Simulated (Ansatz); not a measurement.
System: CrH, net charge 0, sextet state. The spin state was set by rule; other spins were not relaxed. 
Coordinates optimised at B3LYP-D3(BJ)/def2-TZVP (Ansatz, a quantum-chemistry and plane-wave program):
```xyz
2

Cr     0.0000     0.0000    -0.0665
H      0.0000     0.0000     1.5960
```
Charge 0, spin multiplicity 6.

Computed values are from Ansatz. Valence correlation only, unless marked. Open shells are spin-unrestricted. No spin-orbit coupling. The frozen core is the preceding noble-gas configuration, with the filled d and f shells of earlier blocks. No relativistic terms. CBS(X,Y): correlation extrapolated as X^-3; Hartree-Fock from the larger set.

The T1 diagnostic of CCSD in the largest basis is 0.148, which is high, so the coupled-cluster rows are less sure than usual.

Question: What is the total energy at CCSD(T)/CBS(def2-TZVPPD,def2-QZVPPD)?

Answer: -1044.0488 Eh.

Question: What is the atomisation energy De at CCSD(T)/CBS(def2-TZVPPD,def2-QZVPPD)?

Answer: 209.8 kJ/mol.

Question: What is the vertical ionisation energy (to the quintet) at CCSD(T)/CBS(def2-TZVPPD,def2-QZVPPD)?

Answer: 7.32 eV.

Question: What is the dipole moment at CCSD(T)/def2-SVPD?

Answer: 4.03 D.
